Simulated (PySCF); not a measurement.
Al(F)(Br)(OMe) (CH3AlBrFO), SMILES C[O][Al]([Br])[F].

Geometry: B3LYP-D3(BJ)/def2-SVP. The structure was generated by enumeration; whether it is a known compound was not checked. The values are those of a single conformer.

The numbers are results of B3LYP-D3(BJ)/def2-SVP run with PySCF, not measurements.

Frequencies are harmonic and unscaled.

| mode | ν (cm⁻¹) | IR (km/mol) | moving atoms (share of kinetic energy) |
|---|---|---|---|
| 1 | 71 | 3.3 | C 46 %, H 22 %, Br 19 % |
| 2 | 77 | 0.0 | H 99 % |
| 3 | 101 | 1.1 | O 46 %, H 19 %, C 17 %, F 14 % |
| 4 | 187 | 10.4 | F 63 %, Br 13 %, Al 11 %, O 9 % |
| 5 | 243 | 22.1 | O 57 %, Br 12 %, F 12 % |
| 6 | 249 | 73.7 | Al 69 %, O 17 %, F 12 % |
| 7 | 390 | 47.9 | Al 38 %, Br 23 %, F 20 %, O 10 % |
| 8 | 728 | 148.3 | Al 45 %, C 19 %, O 19 %, F 11 % |
| 9 | 920 | 76.8 | Al 48 %, F 44 % |
| 10 | 1180 | 47.8 | H 67 %, C 22 %, O 11 % |
| 11 | 1187 | 0.1 | H 77 %, C 19 % |
| 12 | 1247 | 313.6 | O 55 %, C 29 %, H 10 % |
| 13 | 1475 | 1.3 | H 97 % |
| 14 | 1478 | 1.6 | H 95 % |
| 15 | 1485 | 12.0 | H 89 %, C 9 % |
| 16 | 2993 | 75.9 | H 97 % |
| 17 | 3069 | 41.5 | H 90 %, C 10 % |
| 18 | 3080 | 33.7 | H 90 %, C 10 % |
